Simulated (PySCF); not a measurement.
**UHF on Ti²⁺ (titanium, charge +2)**

Configuration: [Ar] 3d1 4p1, one real determinant (an excited configuration). All numbers are calculated (PySCF 2.14, the non-relativistic Hamiltonian (point nucleus), in aug-cc-pwCVTZ).

```
Total energy                                                  : -847.393925 hartree
One-electron energy                                           : -1144.2173 hartree
Hartree (Coulomb) energy                                      : 337.3058 hartree
Exchange energy                                               : -40.4824 hartree
Kinetic energy                                                : 847.45809 hartree
⟨S²⟩                                                          : 2.0019
⟨L²⟩                                                          : 8.022
Sum of ⟨r⟩                                                    : 15.53 bohr
Sum of ⟨r²⟩                                                   : 25.68 bohr²
Traceless quadrupole moment −½Σ⟨3z² − r²⟩ along its main axis : -4.58 e·bohr²
Density at the nucleus (Gaussians lack the cusp)              : 7080 bohr⁻³
Spin density at the nucleus                                   : -0.0654 bohr⁻³
Langevin diamagnetic susceptibility                           : -20.3 ×10⁻⁶ cm³/mol
```

```
shell  electrons  mean orbital energy (hartree)  spread (hartree)  rms radius, mean of both spins (bohr)
 1s α          1                     -184.16670                 0                                 0.0812
 1s β          1                     -184.16450                 0                                 0.0812
 2s α          1                      -22.35576                 0                                  0.353
 2s β          1                      -22.33298                 0                                  0.353
 2p α          3                      -18.72435           0.00505                                  0.321
 2p β          3                      -18.69993           0.02206                                  0.321
 3s α          1                       -3.77757                 0                                   1.07
 3s β          1                       -3.69839                 0                                   1.07
 3p α          3                       -2.69541           0.04686                                   1.15
 3p β          3                       -2.59805           0.05479                                   1.15
 3d α          1                       -1.28123                 0                                   1.41
 4p α          1                       -0.64014                 0                                   3.55
```

⟨L²⟩ = 8.02 against 12 for a pure F term, so this real determinant mixes terms.

Spin-orbit constants ζ (cm⁻¹) from the X2C one-electron operator on these orbitals (non-relativistic here): bare nucleus, nucleus screened by l(l+1)(2l+1)/3 electrons, and screened by the Breit-Pauli mean field of the electrons.

```
shell   bare  screened nucleus  mean field
   2p  32400             29450         n/a
   3p   3641              3310         n/a
   3d  318.2             173.6         n/a
   4p  324.3             294.8         n/a
```

To first order the Landé constant is A = 107.0 cm⁻¹, so the lowest level has J = 2 and lies 0.0531 eV below the centre of the term. This holds in LS coupling only.
